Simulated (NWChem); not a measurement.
Molecule: C2H3ClF2; SMILES CC(F)(F)Cl

Program: NWChem. Pople sets run with spherical d functions. Geometry: optimised at PBE-D3(BJ)/def2-SVP.

### Question
Order these by “highest occupied level (eV)”, lowest first: PBE/3-21G; PBE/6-311++G**; PBE/STO-3G.

### Answer
PBE/6-311++G** (-7.90), PBE/3-21G (-7.56), PBE/STO-3G (-4.60)
